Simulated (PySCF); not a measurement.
**Frontier levels across methods**

Species: C6H7NS.
Cartesian coordinates in Å at the PBE0-D3(BJ)/def2-SVP level; atoms count from 1:
```xyz
15
C6H7NS angstrom
C      2.777    0.329   -0.138
S      1.727   -1.122   -0.297
C      0.114   -0.473   -0.075
C     -0.960   -1.374   -0.141
C     -2.251   -0.891    0.032
N     -2.545    0.389    0.260
C     -1.525    1.237    0.320
C     -0.187    0.872    0.163
H      2.693    0.785    0.859
H      3.804   -0.033   -0.275
H      2.560    1.075   -0.916
H     -0.787   -2.437   -0.325
H     -3.098   -1.586   -0.017
H     -1.773    2.288    0.507
H      0.589    1.635    0.229
```

Basis pcSseg-1 throughout (PySCF), one geometry. One conformer (not necessarily the lowest) at the PBE0-D3(BJ)/def2-SVP geometry, without solvent, vibrations or thermal averaging.

**Question.** How do the orbital energies, the gap and the dipole change with the method?

**Answer.** 
| method | kind | HOMO (eV) | LUMO (eV) | gap (eV) | μ (D) | SCF cycles |
| --- | --- | --- | --- | --- | --- | --- |
| BLYP | GGA | -5.43 | -1.43 | 4.00 | 2.98 | 16 |
| PBE | GGA | -5.62 | -1.62 | 4.00 | 3.00 | 15 |
| OPBE | GGA | -5.62 | -1.55 | 4.07 | 2.96 | 15 |
| KT2 | GGA | -5.66 | -1.58 | 4.08 | 2.94 | 15 |
| B3LYP | global hybrid | -6.44 | -0.91 | 5.53 | 2.94 | 14 |
| PBE0 | global hybrid | -6.68 | -0.76 | 5.92 | 2.94 | 14 |
| mPW1PW91 | global hybrid | -6.70 | -0.78 | 5.92 | 2.95 | 14 |
| CAM-B3LYP | range-separated hybrid | -7.87 | 0.35 | 8.22 | 2.88 | 14 |
| LC-wPBE | range-separated hybrid | -9.19 | 1.29 | 10.47 | 2.84 | 14 |

The HOMO spans 3.75 eV, from BLYP down to LC-wPBE, and the gap runs from 4.00 eV (BLYP) to 10.47 eV (LC-wPBE). Over the methods BLYP (0 %), PBE (0 %), OPBE (0 %), KT2 (0 %), B3LYP (20 %), PBE0 (25 %), mPW1PW91 (25 %), a straight line through the gap against the share of exact exchange rises by 0.75 eV for each 10 % (correlation coefficient 0.999). The dipole ranges from 2.84 D (LC-wPBE) to 3.00 D (PBE). This basis has no diffuse functions.

The vertical ΔSCF ionisation energy at CAM-B3LYP/def2-SVPD is 8.57 eV; −ε(HOMO) comes closest to it with LC-wPBE (9.19 eV).
